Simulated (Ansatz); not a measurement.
Harmonic frequencies (cm⁻¹) at PBE0-D4/def2-TZVP from Ansatz: 127, 149, 163, 273, 362, 509, 599, 620, 664, 712, 757, 772, 839, 848, 907, 1270, 1442, 1446, 2236, 2394, 2699, 3052, 3134, 3152.

**Question.** Which molecule is it?
A. `C[SiH]1BP1`
B. `N=C1S[SiH]1Cl`
C. `C=CBI`
D. `PB1C[SiH2]1`

**Answer.** A.
